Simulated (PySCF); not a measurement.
C6H5NO.
Numbering: `[O:1]=[CH:2][c:3]1[cH:4][cH:5][cH:6][n:7][cH:8]1`

Probes without a nucleus sit at each ring's centroid and 1 Å off its mean plane on both sides; NICS is minus the shielding there, NICSzz its component along the normal. Level: GIAO PBE0/pcSseg-1 (PySCF, non-relativistic, gas phase) on the GFN2-xTB geometry, one conformer.

Ring bond lengths (Å), with Mayer bond orders in brackets: C3–C4 1.397 (1.35), C4–C5 1.382 (1.44), C5–C6 1.390 (1.38), C6–N7 1.323 (1.47), N7–C8 1.318 (1.49), C8–C3 1.396 (1.32).

Give the NICS values of each ring in ppm.

```
             ring                                               type  NICS(0)  NICS(1), two faces  NICS(1)zz, two faces  rms pucker (Å)  centre to ring atoms, mean (Å)
C3–C4–C5–C6–N7–C8  6-membered ring with N; formal bonds all aromatic     -7.0       -11.1 / -11.1         -27.6 / -27.6            0.00                            1.37
```

What do they say, and how far can they be read as aromaticity?

- C3–C4–C5–C6–N7–C8: mean NICS(1)zz -27.6 ppm, shielded. For a flat ring without four-coordinate atoms the NICS criterion counts such a value as aromatic.

How equal are the bonds by HOMA? HOMA = 1 − mean of α(R − Ropt)² over the ring bonds, with Krygowski's 1993 parameters (CC: Ropt 1.388 Å, α 257.7 Å⁻²; CN: Ropt 1.334 Å, α 93.52 Å⁻²).

- C3–C4–C5–C6–N7–C8: HOMA 0.99; the largest term is that of N7–C8, α(R − Ropt)² = 0.02. The geometric and the magnetic index point the same way.

What is the mean of the two in-plane components of NICS at the first NICS(1) probe listed for ring C3–C4–C5–C6–N7–C8, 1 Å off the ring?

The isotropic value is a third of the trace: (3 × -11.1 − (-27.6))/2 = -2.8 ppm.

Give the inner angles of the rings and the Hirshfeld charges of the ring atoms.

- C3–C4–C5–C6–N7–C8: C3 117.8° (-0.025 e), C4 118.8° (-0.014 e), C5 118.2° (-0.044 e), C6 123.5° (+0.034 e), N7 118.2° (-0.159 e), C8 123.4° (+0.029 e); sum 720.0° against 720° for a flat convex ring.

Shape of the structure used: `[O:1]=[CH:2][c:3]1[cH:4][cH:5][cH:6][n:7][cH:8]1`: O1–C2–C3–C4 0°.
